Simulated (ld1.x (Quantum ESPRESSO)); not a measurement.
**Configuration tests for Pd (PAW)**

```json
{
 "Element": "Pd (Z = 46)",
 "Generator": "ld1.x (Quantum ESPRESSO) 7.5",
 "Type": "PAW",
 "Functional": "BLYP",
 "Relativity": "scalar-relativistic",
 "Frozen core": "[Ar] 3d10",
 "Valence charge": "18",
 "Reference configuration": "4s2 4p6 4d10 5s0 5p0",
 "Partial waves": "4s (bound): rcut 1.35, rcutus 1.45 bohr; 5s (bound, empty): rcut 1.35, rcutus 1.45 bohr; 4p (bound): rcut 1.40, rcutus 1.75 bohr; 5p (bound, empty): rcut 1.40, rcutus 1.75 bohr; 4d (bound): rcut 1.75, rcutus 2.10 bohr; 4d channel at 0.05 Ry: rcut 1.75, rcutus 2.10 bohr",
 "Local potential": "all-electron potential smoothed inside 1.60 bohr (lloc = -2)",
 "Core correction": "Bessel-smoothed model core inside 0.88 bohr",
 "Augmentation charge": "BESSEL, radius 1.20 bohr"
}
```

Energies are relative to the spin-unpolarised reference configuration 4s2 4p6 4d10 5s0 5p0; without spin polarisation the order of configurations can differ from experiment.

```
valence configuration  charge  ΔE all-electron (eV)  error AE − PS (meV)
  4s2 4p6 4d9 5s0 5p0      +1                 9.078                 +0.1
  4s2 4p6 4d8 5s0 5p0      +2                29.824                 -0.1
  4s2 4p6 4d7 5s0 5p0      +3                64.075                  0.0
4s2 4p6 4d9.5 5s0 5p0    +0.5                 3.219                 +0.1
 4s1 4p6 4d10 5s0 5p0      +1                91.560                  -49
```

Problem. What are ΔE and the potential's error for 4s2 4p5 4d10 5s0 5p0?

Solution. ΔE = 57.124 eV all-electron; the error (AE − PS) is -42 meV.

Problem. What are ΔE and the potential's error for 4s2 4p6 4d6 5s0 5p0?

Solution. ΔE = 113.284 eV all-electron; the error (AE − PS) is +4.8 meV.
